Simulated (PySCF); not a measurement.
# Electron correlation in Cl²⁺ (chlorine, charge +2)

[Ne] 3s1 3p4, 3s spin antiparallel (an excited configuration). All numbers are calculated (PySCF 2.14, the spin-free X2C one-electron Hamiltonian (Gaussian nucleus), in dyall-acv3z (19s12p6d4f, 113 functions)). Frozen: 1s2; 13 electrons correlated; the 15 highest virtual orbitals of each spin left out.

MP2 pair energies summed by pair of shells (mhartree):

```json
{"pair": "2p-2p", "energy": "-185.73", "share (%)": "37.0"}
{"pair": "3p-3p", "energy": "-90.57", "share (%)": "18.0"}
{"pair": "3s-3p", "energy": "-90.46", "share (%)": "18.0"}
{"pair": "2s-2p", "energy": "-59.20", "share (%)": "11.8"}
{"pair": "2p-3p", "energy": "-44.35", "share (%)": "8.8"}
{"pair": "2p-3s", "energy": "-12.47", "share (%)": "2.5"}
{"pair": "2s-2s", "energy": "-10.08", "share (%)": "2.0"}
{"pair": "2s-3p", "energy": "-7.63", "share (%)": "1.5"}
{"pair": "2s-3s", "energy": "-1.95", "share (%)": "0.4"}
```

Total MP2 correlation energy: -502.44 mhartree.

Same-spin part -118.79 and opposite-spin part -383.65 mhartree; SCS-MP2 scales them by 1/3 and 6/5 to -499.98 mhartree.
